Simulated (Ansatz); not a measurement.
Reaction (ligand exchange at a Ge–S bond): `C[S][GeH2][Cl]` + HCl → `[Cl][GeH2][Cl]` + CH₃SH

Gas-phase electronic energies from Ansatz, PBE0-D4/def2-TZVP geometries. CBS: MP2 limit from def2 TZ/QZ plus the TZ coupled-cluster correction, frozen cores. This one scheme is used for every species. DFT in def2-TZVPP. For Ge outer-core shells are correlated without core-valence functions, which leaves a few kJ/mol of doubt a bond. Scalar relativity is left out up to krypton. One conformer a species, not always the lowest.

CCSD(T)/CBS gives -16.0 kJ/mol.

(1) Another level gave -22.5 kJ/mol. Which?
A. CCSD(T)/def2-TZVPP
B. BHLYP-D4/def2-TZVPP
C. BHLYP/def2-TZVPP
D. HF/def2-TZVPP

(2) What do rigid-rotor, harmonic-oscillator terms from PBE0-D4/def2-TZVP frequencies (298.15 K, 1 bar) make of the CCSD(T)/CBS value? (Estimate.)

Largest T1 diagnostic among the species: 0.010.

Answers

(1) B. BHLYP-D4 -22.5, BHLYP -29.4, CCSD(T)/def2-TZVPP -17.6, HF/def2-TZVPP -37.2 kJ/mol.

(2) The calculation gave: ΔZPE = +3.9 kJ/mol, ΔH = -15.1 kJ/mol, ΔS = 11 J/(mol·K), ΔG = -18.4 kJ/mol.

In def2-TZVPP, CCSD(T) changes the Hartree–Fock value by +19.6 kJ/mol (the triples alone add +3.0 kJ/mol) and MP2 by +21.5 kJ/mol. From BLYP to BHLYP (50 % exact exchange), in def2-TZVPP and without D4, ΔE moves by −3.6 kJ/mol.
